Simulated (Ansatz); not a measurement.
A nudged elastic band was laid between two geometries of FH$_{4}$NO$_{2}$Sn (9 atoms, charge 0, multiplicity 1).

All numbers below come from RKS r2SCANh/def2-SVP in Ansatz.

```
movable images  : 7
climbing image  : yes
spring          : 5.0 eV/Å²
optimiser       : quadratic models (default)
start path      : through a guess of the saddle point
force threshold : 0.05 eV/Å
iteration limit : 51
end points      : relaxed
```

Initial state:

```xyz
9
Properties=species:S:1:pos:R:3
N -0.773 0.419 -1.572
Sn 0.106 -0.041 0.163
O 1.024 -1.751 -0.116
O -1.213 -0.015 1.619
F 1.467 1.167 0.845
H -1.214 1.335 -1.572
H -0.138 0.360 -2.365
H 1.664 -1.932 0.583
H -0.835 0.412 2.398
```

Final state:

```xyz
9
Properties=species:S:1:pos:R:3
N -0.453 0.784 -1.565
Sn 0.166 0.026 0.179
O 0.971 -1.745 -0.105
O -1.274 0.138 1.513
F 1.600 1.027 1.005
H -1.429 1.072 -1.540
H -0.319 0.138 -2.339
H 1.748 -1.866 0.455
H -0.923 0.378 2.380
```

Task: What changes between the two ends?

Result: No bond is made or broken. The height of N1 over the plane of its neighbours goes from 0.36 to -0.37 Å.

Task: Give the energies along the band, and the barrier.

Result: The run converged. The highest image is number 4 of 0 to 8, 4.0 kJ/mol above the first end and 4.8 kJ/mol above the last; the last end lies 0.8 kJ/mol below the first. A vibrational analysis at the climbing image gives one clearly imaginary mode, 377i cm⁻¹: a first-order saddle point.

```json
{"image": "0", "path coordinate (Å)": "0.00", "energy (kJ/mol)": "0.0", "height of N1 over the plane of its neighbours (Å)": "0.36"}
{"image": "1", "path coordinate (Å)": "0.15", "energy (kJ/mol)": "-0.1", "height of N1 over the plane of its neighbours (Å)": "0.35"}
{"image": "2", "path coordinate (Å)": "0.30", "energy (kJ/mol)": "0.3", "height of N1 over the plane of its neighbours (Å)": "0.31"}
{"image": "3", "path coordinate (Å)": "0.46", "energy (kJ/mol)": "2.4", "height of N1 over the plane of its neighbours (Å)": "0.17"}
{"image": "4", "path coordinate (Å)": "0.61", "energy (kJ/mol)": "4.0", "height of N1 over the plane of its neighbours (Å)": "0.00"}
{"image": "5", "path coordinate (Å)": "0.71", "energy (kJ/mol)": "3.2", "height of N1 over the plane of its neighbours (Å)": "-0.11"}
{"image": "6", "path coordinate (Å)": "0.82", "energy (kJ/mol)": "1.2", "height of N1 over the plane of its neighbours (Å)": "-0.22"}
{"image": "7", "path coordinate (Å)": "0.92", "energy (kJ/mol)": "-0.4", "height of N1 over the plane of its neighbours (Å)": "-0.32"}
{"image": "8", "path coordinate (Å)": "1.02", "energy (kJ/mol)": "-0.8", "height of N1 over the plane of its neighbours (Å)": "-0.37"}
```

Task: What is the geometry of the highest image?

Result: 
```xyz
9
Properties=species:S:1:pos:R:3:forces:R:3
N -0.610 0.567 -1.533 0.02 -0.02 0.00
Sn 0.129 -0.024 0.193 -0.01 0.01 0.01
O 0.986 -1.772 -0.060 -0.01 0.00 -0.01
O -1.264 0.117 1.569 -0.01 -0.01 -0.01
F 1.561 1.046 0.945 0.01 0.00 0.00
H -1.374 1.223 -1.606 -0.01 0.01 0.01
H -0.245 0.236 -2.414 0.00 0.00 -0.01
H 1.784 -1.837 0.479 0.01 0.00 0.01
H -0.879 0.397 2.409 0.01 0.00 0.01
```

Task: What are the harmonic wavenumbers there?

Result: 377i, 78, 132, 147, 169, 187, 194, 256, 274, 624, 637, 662, 693, 748, 853, 882, 1493, 3644, 3776, 3876, 3878 cm⁻¹.

The run took 6.6 min on 2 threads of Intel(R) Xeon(R) 6975P-C (Granite Rapids), on a shared host, peak memory 0.28 GiB.
